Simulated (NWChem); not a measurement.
System: C2H6B cation

The following NWChem deck was run.

```
start job
memory heap 200 mb stack 900 mb global 1100 mb
charge 1
geometry units angstroms noautoz
  C      0.000000     0.000000     1.482654
  B      0.000000     0.000000     0.000000
  C      0.000000     0.000000    -1.482654
  H     -0.788294     0.664278     1.872874
  H     -0.181135    -1.014821     1.872874
  H      0.969429     0.350543     1.872874
  H      0.350543     0.969429    -1.872874
  H     -1.014821    -0.181135    -1.872874
  H      0.664278    -0.788294    -1.872874
end
basis spherical
  * library 6-31g*
end
dft
  xc pw6b95
  iterations 150
  mulliken
end
task dft energy
```

Coordinates come from a B3LYP/6-31G* (spherical d) optimisation.

Q: What results follow from this input? (PW6B95/6-31G* (spherical d).) Quantities: energy (Ha); highest occupied level (eV); orbital gap (eV).

A: 
```json
{
 "energy (Ha)": "-104.52",
 "highest occupied level (eV)": "-17.24",
 "orbital gap (eV)": "9.79"
}
```
